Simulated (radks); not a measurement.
Isoelectronic series with 5 electrons, all held in the configuration [He] 2s2 2p1, which need not be the ground one along the series. All-electron calculation, scalar-relativistic Kohn-Sham, PBEsol, spin-polarised, spherical densities, point nucleus; open shells are filled with parallel spins first (spin-orbit coupling, left out, can overturn this in heavy ions). Program: a radial shooting solver on a logarithmic mesh with Libxc functionals. Total energies (hartree) and orbital eigenvalues (eV) (* marks an orbital that is empty in some or all of the ions):

ion,E (hartree),2p down*,2p up,2s down,2s up,1s down
B,-24.47978,-2.8734,-3.9746,-8.6151,-9.8211,-179.2169
Ne5+,-115.79013,-137.6648,-142.1243,-158.1639,-162.1338,-991.1646
P10+,-276.40327,-444.1458,-451.9550,-480.0040,-486.6021,-2489.724
Ca15+,-506.96033,-922.0103,-933.1768,-975.0553,-984.2851,-4679.837
Zn25+,-1182.10868,-2396.418,-2414.326,-2496.531,-2511.101,-11174.54
Br30+,-1629.63706,-3396.375,-3417.670,-3531.488,-3548.787,-15507.43
Zr35+,-2153.04580,-4574.469,-4599.165,-4756.866,-4776.945,-20589.00
Rh40+,-2754.79903,-5933.445,-5961.557,-6180.020,-6202.938,-26443.22
Sn45+,-3437.85758,-7476.472,-7508.020,-7809.852,-7835.681,-33098.98

Estimate the row of Mn20+.

Answer. E (hartree) -808.43092; 2p down* -1572.269; 2p up -1586.801; 2s down -1645.990; 2s up -1657.874; 1s down -7570.639.
